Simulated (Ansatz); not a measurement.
`N=C(Cl)Br`, charge 0, multiplicity 1.

(1) Give a relaxed structure at PBE0-D4/def2-TZVP (Ansatz). (An estimate is asked.)

Results:

(1) The calculation gave: 
Cartesian coordinates in Å:
```
N 1.0127 0.3496 -0.1803
C -0.1753 0.1636 0.1208
Cl -1.1060 1.3749 0.8991
Br -1.1729 -1.4373 -0.2038
H 1.4415 -0.4509 -0.6358
```
Point group Cs.
